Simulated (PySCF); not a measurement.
Species: 1-isocyanato-1-silacyclopent-3-ene, C5H7NOSi.
Geometry (GFN2-xTB, Å), atoms numbered from 1 in this order:
```
atom  x, y, z in Å
O1     4.0488   -0.2243   -0.1531
C2     3.0201    0.0341    0.3064
N3     2.0111    0.3278    0.8607
Si4    0.2951    0.5099    0.9616
C5    -0.4563    1.2673   -0.6196
C6    -1.2638    0.1477   -1.2120
C7    -1.3460   -0.9988   -0.5590
C8    -0.6258   -1.1463    0.7509
H9     0.1099    1.2323    2.2140
H10   -1.1054    2.1206   -0.4171
H11    0.2911    1.6147   -1.3353
H12   -1.7578    0.3168   -2.1581
H13   -1.9130   -1.8405   -0.9296
H14   -1.3464   -1.3386    1.5471
H15    0.0341   -2.0148    0.7214
```

Computed, not measured: TDDFT CAM-B3LYP/def2-SVPD, vertical, gas phase, core orbitals frozen in the response (PySCF 2.14.0, density-fitted response routines).

Ground-to-excited transition dipoles (e·a0, same axes as the geometry; the sign carries no meaning), for the states with f of 0.002 or more among the lowest 7:

```json
{"state": "S1", "E (eV)": "6.808", "μx": "0.130", "μy": "-0.048", "μz": "-0.079"}
{"state": "S2", "E (eV)": "7.209", "μx": "-0.071", "μy": "0.216", "μz": "-0.165"}
{"state": "S3", "E (eV)": "7.243", "μx": "-0.081", "μy": "-0.754", "μz": "0.412"}
{"state": "S4", "E (eV)": "7.400", "μx": "0.260", "μy": "0.285", "μz": "-0.016"}
{"state": "S5", "E (eV)": "7.408", "μx": "-0.285", "μy": "0.020", "μz": "-0.168"}
{"state": "S6", "E (eV)": "7.493", "μx": "-0.099", "μy": "0.117", "μz": "-0.226"}
{"state": "S7", "E (eV)": "7.504", "μx": "0.032", "μy": "-0.295", "μz": "0.142"}
```

(1) What oscillator strength does each state have?

(2) Which bond between heavy atoms lies closest to the direction of the S3 transition dipole?

(3) What angle do the transition dipoles of S4 and S6 make?

(4) How is the summed strength of these states shared among x, y and z?

(5) What peak molar absorption coefficient would the strongest computed level give as a lone Gaussian band 0.5 eV wide at half height?

Results:

(1) f = (2/3) ΔE |μ|² with ΔE in hartree (27.2114 eV).

```tsv
state	|μ|² (au)	|μ| (D)	f
S1	0.026	0.41	0.004
S2	0.079	0.71	0.014
S3	0.745	2.19	0.132
S4	0.149	0.98	0.027
S5	0.110	0.84	0.020
S6	0.074	0.69	0.014
S7	0.108	0.84	0.020
```

(2) C6–C7, at 2° from it; next Si4–C8 at 41°.

(3) |cos θ| = |μa·μb| / (|μa| |μb|) = 0.11, so θ ≈ 84° (taken between 0 and 90°, since the signs are arbitrary).

(4) (2/3) Σ ΔE μα² gives 0.034 for x, 0.143 for y and 0.054 for z, 0.231 in all.

(5) ε(max) = 2.175×10⁸ f / FWHM, with the width in cm⁻¹. S3: 2.175×10⁸ × 0.1322 / 4033 ≈ 7100 L mol⁻¹ cm⁻¹.

On Arm Neoverse V1, one thread, on a shared host, this took 57 s of wall time.

One conformer stands for the species.
